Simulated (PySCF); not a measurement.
BeCl, multiplicity 2. Atoms are numbered in the order given.

```xyz
2

Be     0.0000     0.0000    -1.4716
Cl     0.0000     0.0000     0.3463
```
Charge 0, spin multiplicity 2.

The structure is a stationary point at PBE-D3(BJ)/def2-TZVPD. The spin state was assumed, not searched.

Method: PBE/def2-TZVPD run with PySCF.

Mulliken values depend strongly on the basis, most of all with diffuse functions as here. ESP charges are fitted to the potential on shells at 1.4 to 2.0 van der Waals radii. Atomic charges (e):

```json
[
 {"atom": "Be1", "ESP fit": "0.14", "meta-Löwdin": "[?]", "Mulliken spin": "0.95"},
 {"atom": "Cl2", "ESP fit": "-0.14", "meta-Löwdin": "[?]", "Mulliken spin": "0.05"}
]
```

### Question
Fill in the missing entries. (Estimate from the structure and the level; the computed values follow.)

### Answer

- Be1, meta-Löwdin: 0.75
- Cl2, meta-Löwdin: -0.75
